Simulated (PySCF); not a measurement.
Continuum solvent and chemical shifts

Geometry (Å), atoms numbered from 1 in this order:
```xyz
8

F     1.5175   -1.9525   -0.3576
B     1.1101   -0.7541    0.0035
F     2.0438    0.0951    0.3916
Si   -0.8366   -0.1785   -0.0120
S    -0.8787    1.8979   -0.5780
H    -1.4462   -0.4341    1.3317
H    -1.6302   -0.9133   -1.0375
H     0.1762    2.2203    0.2036
```

GIAO PBE0/pcSseg-1 in PySCF 2.14 on one PBE0-D3(BJ)/def2-SVP conformer, non-relativistic, equivalent nuclei averaged. Solvents enter as an IEF-PCM continuum (acetone with ε = 20.5, dimethylsulfoxide with ε = 46.8) around the gas-phase geometry. Shifts are referred to CFCl3, BF3·OEt2, TMS, CS2 computed in the same medium.

Gas phase, δ in ppm: F1/F3 -23.7, B2 28.9, Si4 -63.9, S5 -296.8, H6/H7 4.54, H8 0.27. Dipole moment 0.98 D.

(1) How does each δ change in the continuum?

(2) Which nuclei move most (in ppm), and what does the model miss?

## Answers

(1) 
```json
{"atoms": "F1/F3", "environment": "fluorine bonded to B", "Δδ, acetone": "-2.8", "Δδ, dimethylsulfoxide": "-2.9"}
{"atoms": "B2", "environment": "boron bonded to 2 F, Si", "Δδ, acetone": "+0.7", "Δδ, dimethylsulfoxide": "+0.7"}
{"atoms": "Si4", "environment": "silicon bonded to B, S, 2 H", "Δδ, acetone": "+1.4", "Δδ, dimethylsulfoxide": "+1.5"}
{"atoms": "S5", "environment": "sulfur bonded to Si, H", "Δδ, acetone": "-12.8", "Δδ, dimethylsulfoxide": "-13.4"}
{"atoms": "H6/H7", "environment": "hydrogen on a silicon bonded to B, S", "Δδ, acetone": "+0.03", "Δδ, dimethylsulfoxide": "+0.03"}
{"atoms": "H8", "environment": "hydrogen on a sulfur bonded to Si", "Δδ, acetone": "+0.77", "Δδ, dimethylsulfoxide": "+0.81"}
```

Changes are relative to the gas phase. The dipole moment becomes 1.34 D in acetone, 1.36 D in dimethylsulfoxide.

(2) S5 (sulfur bonded to Si, H, -13.4 ppm) in dimethylsulfoxide. A continuum only polarises the solute; specific hydrogen bonds, the anisotropy of aromatic solvents and changes of geometry or conformer are outside it.
